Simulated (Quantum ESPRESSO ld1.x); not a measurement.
Question: The mean radii <r> (bohr) of the occupied orbitals of an atom or ion are listed with their occupations. Method: scalar-relativistic Kohn-Sham, LDA (Slater exchange, Perdew-Zunger correlation), spin-polarised, spherical densities, point nucleus; computed with ld1.x of Quantum ESPRESSO 7.5.

orbital  occ.      <r>
1s down     1  0.01835
1s up       1  0.01835
2s up       1  0.07761
2s down     1  0.07761
2p up       3  0.06946
2p down     3  0.06946
3s up       1   0.2012
3s down     1   0.2012
3p up       3   0.2014
3p down     3   0.2014
3d up       5   0.1824
3d down     5   0.1824
4s up       1   0.4498
4s down     1   0.4498
4p up       3   0.4783
4p down     3   0.4783
4d up       5   0.5117
4d down     5   0.5115
5s up       1    1.069
5s down     1    1.063
5p up       3    1.251
5p down     3    1.241
4f up       7   0.6097
4f down     7   0.6054
5d up       4    1.866

Name the element and its charge. Open shells, if any, are filled with parallel spins first.

Answer: Z = 74, tungsten, charge +2: W2+ in [Xe] 4f14 5d4. The 1s radius gives Z: for a bare nucleus <r> = (2 gamma + 1)/(2Z) with gamma = sqrt(1 - (Z/c)^2), 0.01813 bohr for Z = 74, and screening makes it slightly larger (0.01835 here). The occupations add up to 72, and the charge is Z minus that.
